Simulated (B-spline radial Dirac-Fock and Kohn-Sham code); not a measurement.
# Elastic electron scattering at 20 keV, H to Ca

Calculated with a radial atomic solver, using relativistic (Dirac) partial waves in the static field of the Dirac-Fock atom with Furness-McCarthy exchange, without polarisation or absorption potentials. σ_tr1 and σ_tr2 weight the cross section with 1 − P₁ and 1 − P₂ of cos θ; "backward" is the share scattered beyond 90°.

```
 Z  element  σ (a₀²)  σ_tr1 (a₀²)  σ_tr2 (a₀²)  backward (%)  dσ/dΩ at 90° (a₀²/sr)
 1        H  0.00529     2.24e-05     5.85e-05         0.027               4.64e-07
 2       He  0.00800     7.74e-05     0.000197         0.072               1.87e-06
 3       Li   0.0519     0.000172     0.000437         0.025               4.22e-06
 4       Be   0.0823     0.000303     0.000770         0.028               7.54e-06
 5        B    0.103     0.000469      0.00119         0.035               1.18e-05
 6        C    0.116     0.000664      0.00167         0.046               1.72e-05
 7        N    0.125     0.000888      0.00223         0.058               2.35e-05
 8        O    0.131      0.00114      0.00284         0.073               3.09e-05
 9        F    0.136      0.00141      0.00351         0.090               3.94e-05
10       Ne    0.139      0.00171      0.00422          0.11               4.89e-05
12       Mg    0.286      0.00241      0.00592         0.078               7.13e-05
13       Al    0.361      0.00281      0.00688         0.073               8.42e-05
14       Si    0.412      0.00323      0.00791         0.074               9.83e-05
15        P    0.450      0.00368      0.00898         0.079               0.000114
16        S    0.477      0.00416       0.0101         0.085               0.000130
17       Cl    0.498      0.00465       0.0113         0.093               0.000148
18       Ar    0.514      0.00517       0.0125          0.10               0.000166
19        K    0.676      0.00572       0.0138         0.087               0.000187
20       Ca    0.804      0.00630       0.0152         0.082               0.000208
```
